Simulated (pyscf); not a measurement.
## [HO–Ga–F]• (SMILES [OH][Ga][F]), doublet

Gas-phase minimum from PySCF at ωB97X-D3(BJ)/def2-SVP, one conformer. Other isomers of [HO–Ga–F]• were not searched in full and may lie lower. 

```xyz
4

O      0.5976    -0.9031    -0.5071
Ga    -0.3068     0.3850    -1.3688
F     -0.3231     1.9499    -0.5639
H      0.5996    -1.7536    -0.9639
```
Charge 0, spin multiplicity 2.

Bond lengths (Å): O1–Ga2 1.794, O1–H4 0.965, Ga2–F3 1.760. Bond angles (°): Ga2–O1–H4 114.0, O1–Ga2–F3 115.0.

Properties at ωB97X-D3(BJ)/def2-SVP:

- Harmonic wavenumbers, unscaled: 187, 319, 662, 704, 786, 3898 cm⁻¹
- Zero-point energy: 9.4 kcal/mol
- Rotational symmetry number: 1
- Entropy of this conformer at 298 K and 1 atm, rigid rotor and harmonic oscillator, modes under 100 cm⁻¹ raised to 100: 290.3 J/(mol K)
- Dipole moment: 3.34 D
- Spin expectation value S2: 0.754

Single-point totals, which compare only within one level (frozen core for MP2 and CC):

| level | total energy (hartree) |
|---|---|
| ωB97X-D3(BJ)/def2-TZVP | -2100.60939 |
| PBE/def2-TZVP | -2100.18043 |
| r²SCAN/def2-TZVP | -2100.55627 |
| B3LYP-D3(BJ)/def2-TZVP | -2100.69557 |
| PBE0-D3(BJ)/def2-TZVP | -2100.21315 |
| M06-2X/def2-TZVP | -2100.57834 |
| ωB97M-D3(BJ)/def2-TZVP | -2100.69884 |
| UHF/def2-TZVPP | -2098.26325 |
| MP2/def2-TZVPP | -2098.96030 |
| CCSD/def2-TZVPP | -2098.95380 |
| CCSD(T)/def2-TZVPP | -2098.97891 |

Soft torsions are taken as harmonic, which can shift the entropy by several J/(mol K). The CCSD(T) − MP2 part came from Ansatz, without density fitting, on the same reference. The frozen core leaves the outer d or s,p core shells of the metals and heavy elements correlated in the MP2 and CC values, and def2-TZVPP describes them poorly, so these totals are far from the basis limit. Elements up to Kr have no core potential and no relativistic terms here.
